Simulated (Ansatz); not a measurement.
Reaction (redistribution): `[CH3][SbH][C](C)=O` + `CO[SiH2]O[SiH3]` → `[CH3][SbH][SiH3]` + `CO[SiH2]OC(C)=O`

Program: Ansatz. Geometries: PBE0-D4/def2-TZVP. ΔE: electronic, gas phase. CCSD(T)/CBS adds triple-zeta CCSD(T) − MP2 to the extrapolated MP2 energy (def2 sets, frozen cores). DFT in def2-TZVPP. B3LYP here is the variant with VWN-RPA as its local correlation; programs differ in this. def2 core potentials past Kr. For Sb outer-core shells are correlated without core-valence functions, which leaves a few kJ/mol of doubt a bond. Each species was taken in one conformer, which may not be the lowest.

`[CH3][SbH][C](C)=O`:

```xyz
12

C    -1.471   -1.818   -0.093
Sb   -0.987    0.027   -1.082
C     0.415    0.639    0.553
C     1.332    1.790    0.253
O     0.389    0.081    1.613
H    -0.862   -1.872    0.811
H    -2.527   -1.819    0.173
H    -1.259   -2.662   -0.747
H     0.336   -0.603   -1.969
H     2.011    1.971    1.087
H     0.728    2.682    0.062
H     1.895    1.585   -0.661
```

`CO[SiH2]O[SiH3]`:

```xyz
13

C     1.179   -0.541   -1.757
O     0.246   -1.226   -0.952
Si   -1.142   -0.565   -0.403
O    -0.871    0.636    0.669
Si   -0.151    1.013    2.089
H     1.837   -1.277   -2.222
H     0.685    0.034   -2.549
H     1.788    0.143   -1.157
H    -1.876   -1.672    0.246
H    -1.894    0.049   -1.526
H    -0.753    2.269    2.597
H    -0.355   -0.075    3.082
H     1.307    1.212    1.881
```

`[CH3][SbH][SiH3]`:

Z-matrix (Å, degrees):
```
C
Sb 1 2.169
H 1 1.090 2 108.5
H 1 1.088 2 111.2 3 120.8
H 1 1.090 2 108.6 3 -118.3
Si 2 2.571 1 93.8 3 -74.8
H 2 1.712 1 94.3 3 -165.7
H 6 1.489 2 111.8 1 -44.0
H 6 1.487 2 110.3 1 -165.4
H 6 1.489 2 109.1 1 75.7
```

`CO[SiH2]OC(C)=O`:

Cartesian coordinates in Å:
```
C 0.639 0.287 2.720
O 1.405 0.704 1.611
Si 0.767 1.129 0.175
O 0.071 -0.285 -0.448
C -0.486 -0.175 -1.660
C -1.099 -1.448 -2.146
O -0.470 0.868 -2.264
H 1.271 0.332 3.608
H 0.289 -0.741 2.588
H -0.229 0.937 2.877
H 1.891 1.574 -0.666
H -0.312 2.126 0.361
H -0.340 -2.232 -2.174
H -1.872 -1.772 -1.446
H -1.525 -1.301 -3.135
```

(1) Is it downhill or uphill in electronic energy at CCSD(T)/CBS, and by how much? (Best estimate.)

(2) What do these levels give: PBE0-D4, ωB97M-V, B2PLYP, r2SCAN, PBE0, B3LYP, CCSD/def2-TZVPP, CCSD(T)/def2-TZVPP, HF/def2-QZVPP, MP2/def2-QZVPP, HF/CBS(def2), MP2/CBS(def2)? (An estimate is asked.)

Largest T1 diagnostic among the species: 0.015.

## Answers

(1) Computed: Uphill: ΔE = +41.1 kJ/mol.

(2) The calculation gave: PBE0-D4 18.1, ωB97M-V 30.2, B2PLYP 40.6, r2SCAN 29.0, PBE0 16.9, B3LYP 37.7, CCSD/def2-TZVPP 37.6, CCSD(T)/def2-TZVPP 38.1, HF/def2-QZVPP 37.3, MP2/def2-QZVPP 45.2, HF/CBS(def2) 37.8, MP2/CBS(def2) 45.5 kJ/mol.

In def2-TZVPP, CCSD(T) changes the Hartree–Fock value by +3.8 kJ/mol (the triples alone add +0.5 kJ/mol) and MP2 by +8.2 kJ/mol.
